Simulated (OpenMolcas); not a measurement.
**Re6+: moving or changing the point charges**

Re6+ among 2 point charges of -2.5 e arranged as a linear pair (D∞h), 2.18 Å from the ion.

- Program: OpenMolcas
- Method: CASSCF
- Basis: ANO-RCC-VDZP [7s6p4d2f1g]
- Scalar Hamiltonian: DKH2, point nucleus
- Active space: 1 electron in 5 orbitals (5d)
- State averaging: 2S+1 = 2 even, 5 roots
- Spin-orbit coupling: state interaction with AMFI integrals over the reference wave functions

Runs around this geometry, states (labels by Λ). Energies in cm-1 above the lowest state or level, χT in cm3 K/mol.

| R (Å) | q (e) | Ground state | First state of that spin | First gap with spin-orbit (degeneracies) | χT at 300 K |
| --- | --- | --- | --- | --- | --- |
| 2.18 | -2 | 2Δ | 2Π 11201 | 10813 (2, 2) | 0.150 |
| 2.07 | -2.5 | 2Δ | 2Π 16136 | 10446 (2, 2) | 0.145 |
| 2.18 | -2.5 | 2Δ | 2Π 14037 | 10594 (2, 2) | 0.147 |
| 2.4 | -2.5 | 2Δ | 2Π 10790 | 10853 (2, 2) | 0.151 |

Taking the first state of the same spin as R^-n, n = -ln(10790 / 16136) / ln(2.4 / 2.07) = 2.7 between the shortest and longest distance.

Scaling the charges by -2 / -2.5 = 0.80 scales the first state of the same spin by 11201 / 14037 = 0.80; with fixed orbitals a first-order splitting would follow the charge.

This is an electrostatic model: the charges have no orbitals. No measured value stands beside these numbers.
